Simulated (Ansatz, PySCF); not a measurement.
C2H9FOSi2, SMILES C[C@H]([SiH3])[Si@H](O)F. Atoms are numbered in the order given.

```xyz
15

C     -0.6265     1.8737    -0.8480
C     -0.5232     0.3530    -0.5903
Si    -2.0872    -0.3562     0.2188
Si     1.0158    -0.0575     0.3710
O      2.2901    -0.0647    -0.6878
F      0.8579    -1.5431     1.0325
H     -1.5029     2.1206    -1.4683
H      0.2653     2.2580    -1.3695
H     -0.7252     2.4377     0.0945
H     -0.4135    -0.1771    -1.5552
H     -2.1625     0.0667     1.6491
H     -3.2884     0.1800    -0.4894
H     -2.1026    -1.8431     0.1481
H      1.2611     0.8656     1.5100
H      3.1788    -0.1823    -0.3319
```

Geometry optimised at B3LYP-D3(BJ)/def2-SVP. The structure was generated by enumeration; whether it is a known compound was not checked. One conformer was computed; it need not be the lowest.

Two levels are set side by side: PBE-D3(BJ)/def2-SVP (Ansatz, an electronic-structure program) and B3LYP-D3(BJ)/def2-SVP (Ansatz). Each level has its own optimised geometry; the coordinates shown are those of the second. Frequencies come from the Hessian of PySCF at each geometry. Differences are taken from unrounded values.

```
quantity                            B3LYP-D3(BJ)  PBE-D3(BJ)  PBE-D3(BJ) minus B3LYP-D3(BJ)
----------------------------------  ------------  ----------  -----------------------------
mean bond length (Å)                       1.424       1.433                          0.010
bond C1–C2 (Å)                             1.546       1.545                         -0.001
bond C2–Si3 (Å)                            1.898       1.905                          0.007
bond C2–Si4 (Å)                            1.860       1.868                          0.008
bond Si4–O5 (Å)                            1.657       1.670                          0.013
bond Si4–F6 (Å)                            1.634       1.646                          0.012
bond C1–H7 (Å)                             1.102       1.109                          0.008
bond C1–H8 (Å)                             1.102       1.110                          0.008
bond C1–H9 (Å)                             1.103       1.110                          0.008
bond C2–H10 (Å)                            1.106       1.114                          0.008
bond Si3–H11 (Å)                           1.493       1.506                          0.013
bond Si3–H12 (Å)                           1.494       1.507                          0.013
bond Si3–H13 (Å)                           1.489       1.502                          0.013
bond Si4–H14 (Å)                           1.486       1.501                          0.015
bond O5–H15 (Å)                            0.964       0.973                          0.008
highest harmonic wavenumber (cm⁻¹)          3874        3765                           -108
mean harmonic wavenumber (cm⁻¹)             1199        1164                            -34
zero-point energy (kcal/mol)               66.82       64.92                          -1.90
```

GGA bonds tend to be longer and softer than those of functionals with exact exchange. Differences between two approximate levels are no errors against the true value.
